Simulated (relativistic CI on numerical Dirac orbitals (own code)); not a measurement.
## Hf8+: q coefficients and field-shift factors

These numbers are calculated, not measured: Dirac-Coulomb-Breit CI, orbitals from a KLI potential per configuration, derivatives by finite differences, unscaled Slater integrals, QED left out (own radial code, finite nucleus).

Configuration list (outside the closed core [Kr] 4d10): 4f13 5s2 5p3, 4f11 5s2 5p5, 4f12 5s2 5p4, 4f14 5s2 5p2, 4f13 5s 5p4, 4f13 5s2 5p2 5d, 4f12 5s 5p5, 4f13 5p5. Levels of other configurations are missing.

With x = (α/α₀)² − 1 an excitation energy changes as ω = ω₀ + qx; K = 2q/ω₀ is the relative enhancement. Terms are leading LS components, so labels can repeat. The field-shift factor is F = δν/δ⟨r²⟩ for the transition from the lowest level.

Lowest level 4f12 5s2 5p4 5I_8.

```
            Level  ω₀ (cm⁻¹)  q (cm⁻¹)       K  F (GHz/fm²)
4f12 5s2 5p4 3I_7     2712.3    -11350   -8.37         2.83
4f12 5s2 5p4 3H_6     2929.8    -17320   -11.8         4.39
4f11 5s2 5p5 5K_9     3546.9    -74830   -42.2         18.7
4f12 5s2 5p4 3G_4     6353.3      5790    1.82        -1.17
4f11 5s2 5p5 5I_8     6564.8    -69610   -21.2         17.6
4f12 5s2 5p4 5G_6     9350.0      3501   0.749       -0.384
4f12 5s2 5p4 3G_5     9752.9      7542    1.55        -1.48
4f11 5s2 5p5 5H_7    11858.4    -60730   -10.2         16.1
4f12 5s2 5p4 3F_3    13687.8      5503   0.804       -0.981
4f12 5s2 5p4 3F_4    13740.9     437.8  0.0637        0.522
4f12 5s2 5p4 5G_5    13970.9      2067   0.296            2
4f11 5s2 5p5 3H_6    17225.7    -47770   -5.55         12.9
4f12 5s2 5p4 3F_2    17484.8      7452   0.852       -0.811
4f11 5s2 5p5 5H_6    17939.5    -28110   -3.13          9.6
4f11 5s2 5p5 3I_7    18135.0    -55200   -6.09         17.1
4f12 5s2 5p4 5F_5    18741.3     -1024  -0.109         1.87
4f12 5s2 5p4 5G_3    18926.7     18620    1.97       -0.823
4f12 5s2 5p4 5I_7    19155.5      9210   0.962        0.864
4f11 5s2 5p5 5K_8    19159.8    -63270    -6.6           19
4f12 5s2 5p4 5G_4    20509.4     10530    1.03        0.955
4f11 5s2 5p5 5I_6    21405.6    -46700   -4.36         15.5
4f12 5s2 5p4 3H_4    22537.8      9873   0.876        0.927
4f11 5s2 5p5 3H_5    22556.1    -22990   -2.04         9.48
```

At this charge configurations can still be misplaced by up to about 7 % of their energy. Terms inside the open d or f shell come out 10 to 20 % too wide with unscaled integrals. Levels and lines within the n = 5 or 6 shells can be off by up to 10 % or somewhat more, and those that change n by about 2 %, since core polarisation is missing. Levels that differ in their count of f electrons can be misplaced by several ten thousand cm⁻¹, since the correlation energy of f electrons is missing or only estimated; rates across such gaps can be off by orders of magnitude.
